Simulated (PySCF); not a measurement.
## First hyperpolarisability: ethyl tiglate (SMILES C/C=C(\C)C(=O)OCC)

Geometry:
```csv
atom,x (Å),y (Å),z (Å)
C1,-3.425,0.751,0.478
C2,-2.001,0.728,0.056
C3,-1.055,-0.172,0.381
C4,-1.238,-1.370,1.262
C5,0.297,0.070,-0.202
O6,0.596,0.989,-0.926
O7,1.169,-0.878,0.175
C8,2.503,-0.756,-0.314
C9,3.322,0.197,0.528
H10,-4.087,0.729,-0.404
H11,-3.654,1.692,1.006
H12,-3.701,-0.085,1.134
H13,-1.669,1.538,-0.603
H14,-0.554,-1.331,2.123
H15,-0.997,-2.296,0.718
H16,-2.265,-1.448,1.639
H17,2.911,-1.776,-0.277
H18,2.469,-0.420,-1.361
H19,2.927,1.219,0.446
H20,4.367,0.203,0.182
H21,3.311,-0.107,1.585
```

Level of theory: PySCF, quadratic response CAM-B3LYP/aug-cc-pVDZ first hyperpolarisability, Taylor convention, gas phase. Geometry: PBE0-D3(BJ)/def2-SVP.

**Question.** Give β for the processes computed.

**Answer.** In au, Taylor convention; the vector part is βᵢ = ⅓ Σⱼ (βᵢⱼⱼ + βⱼᵢⱼ + βⱼⱼᵢ); β∥ is 3/5 of the vector part along the dipole, the dipole points from − to +:
| process | λ (nm) | β vector norm | β∥ | β HRS | depolarisation ratio |
| --- | --- | --- | --- | --- | --- |
| static β(0;0,0) | ∞ | 150.7 | 44.1 | 84.0 | 2.69 |
| second harmonic β(−2ω;ω,ω) | 1907 | 163.2 | 47.9 | 89.9 | 2.74 |
| Pockels β(−ω;ω,0) | 1907 | 154.7 | 45.3 | – | – |
| second harmonic β(−2ω;ω,ω) | 1064 | 197.1 | 58.0 | 105.7 | 2.86 |
| Pockels β(−ω;ω,0) | 1064 | 164.2 | 48.2 | – | – |

**Question.** Which lowest excitations, dipole and polarisabilities go with it?

**Answer.** S1 5.26 eV (f = 0.000); S2 5.88 eV (f = 0.378); S3 6.38 eV (f = 0.000); dipole 1.78 D; isotropic α 96.9 au static, 97.2 au at 1907 nm, 97.8 au at 1064 nm, 98.1 au at 953.5 nm, 100.9 au at 532 nm.
